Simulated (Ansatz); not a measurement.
Gas-phase reaction in SMILES: OB([OH2+])P → OB(O)[PH3+]
Each molecule is optimised on its own at B3LYP-D3(BJ)/def2-TZVP (Ansatz, a program for electronic structure), one conformer each, not searched for the lowest.

Quantity: isomerisation energy (electronic energy difference), in kcal/mol. Correlated levels leave the core frozen unless marked. No spin-orbit coupling. Non-relativistic unless marked X2C. CBS(X,Y): correlation extrapolated as X^-3; Hartree-Fock from the larger set.

```
level                                                      program  isomerisation energy (kcal/mol)  minus last row
---------------------------------------------------------  -------  -------------------------------  --------------
MP2/cc-pV(Q+d)Z                                             Ansatz                            -26.0            -1.0
RI-MP2/CBS(cc-pV(T+d)Z,cc-pV(Q+d)Z)                         Ansatz                            -26.1            -1.1
SCS-MP2/cc-pVTZ                                             Ansatz                            -26.4            -1.4
CCSD/CBS(cc-pV(T+d)Z,cc-pV(Q+d)Z)                           Ansatz                            -25.6            -0.6
X2C-CCSD(T)/cc-pVTZ-DK                                      Ansatz                            -24.0             1.0
CCSD(T) with core electrons (1s frozen past Ne)/cc-pwCVTZ   Ansatz                            -24.5             0.5
CCSD(T)/CBS(cc-pV(T+d)Z,cc-pV(Q+d)Z)                        Ansatz                            -25.0             0.0
```
